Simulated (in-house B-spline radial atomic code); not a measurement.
# The lead ion Pb⁴⁺: [Xe] 4f13 5d10 6p1 (an excited or competing configuration)

All numbers are computed (Dirac-Hartree-Fock, average of configuration; Fermi nucleus of rms radius 5.5012 fm) with a B-spline radial code for spherical atoms, not measured.

Screening seen three ways: the hydrogenic charge with the same mean radius, Z_r = [3n² - l(l+1)]/(2<r>), the one with the same energy, Z_e = n√(-2ε), and Slater's rules. Values are occupation-weighted means over j. An effective charge above Z reflects the relativistic contraction of the inner shells.

| shell | electrons | ε (eV) | <r> (bohr) | Z_r | Z_e | Slater |
| --- | --- | --- | --- | --- | --- | --- |
| 1s | 2 | -88661 | 0.01605 | 93.43 | 80.72 | 81.70 |
| 2s | 2 | -16062 | 0.06689 | 89.70 | 68.72 | 77.85 |
| 2p | 6 | -13936 | 0.06087 | 82.14 | 64.01 | 77.85 |
| 3s | 2 | -3978.5 | 0.1737 | 77.73 | 51.30 | 70.75 |
| 3p | 6 | -3350.1 | 0.1751 | 71.37 | 47.07 | 70.75 |
| 3d | 10 | -2638.1 | 0.16 | 65.62 | 41.77 | 60.85 |
| 4s | 2 | -988.1 | 0.383 | 62.66 | 34.09 | 54.25 |
| 4p | 6 | -775.51 | 0.406 | 56.65 | 30.20 | 54.25 |
| 4d | 10 | -507.92 | 0.4275 | 49.13 | 24.44 | 42.85 |
| 4f | 13 | -220.78 | 0.4453 | 40.43 | 16.11 | 31.80 |
| 5s | 2 | -220.13 | 0.8533 | 43.95 | 20.11 | 25.20 |
| 5p | 6 | -157.06 | 0.9585 | 38.08 | 16.99 | 25.20 |
| 5d | 10 | -77.461 | 1.203 | 28.68 | 11.93 | 11.85 |
| 6p | 1 | -41.251 | 2.419 | 21.91 | 10.45 | 7.70 |

The least bound orbital is 6p3/2 at -40.2 eV, and it is also the most diffuse (<r> = 2.481 bohr). The part-filled 4f shell lies below the filled 5d shell in orbital energy.

Spin-orbit splittings of the orbital energies (j = l + 1/2 above j = l - 1/2 when positive): 2p 2193 eV, 3p 495.5 eV, 3d 104.4 eV, 4p 123.8 eV, 4d 23.46 eV, 4f 5.32 eV, 5p 24.19 eV, 5d 3.181 eV, 6p 3.158 eV.

For the 1s electron the small component carries 9.78 % of the norm, the zero-frequency Breit interaction raises the level by 343.5 eV, self-energy by 222.9 eV, and vacuum polarisation lowers it by 47.57 eV.
